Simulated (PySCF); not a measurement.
H7Si3, SMILES [SiH3][SiH][SiH3], multiplicity 2.

Geometry: B3LYP-D3(BJ)/def2-SVP. The isomer is the one that the SMILES or the coordinates give; other isomers of the formula were not compared.

These are PBE0/def2-TZVPD in PySCF values and carry that method's errors.

Gas-phase values at a fixed geometry.

Q: Estimate the frontier levels, dipole moment and polarisability. (An estimate is asked for; the answer gives what the named calculation found.)

A: 
α spin, highest occupied and lowest empty level: -6.21 and -0.42 eV
β spin, highest occupied and lowest empty level: -8.03 and -2.88 eV
dipole moment: 0.06 D
quadrupole, principal values (traceless, Buckingham form, about the centre of nuclear charge): -0.31, -0.05, 0.36 D·Å
mean static polarisability: 98.4 bohr³ (14.58 Å³)
polarisability, principal values: 79.7, 90.7, 124.7 bohr³
⟨S²⟩: 0.755 (pure state 0.75)
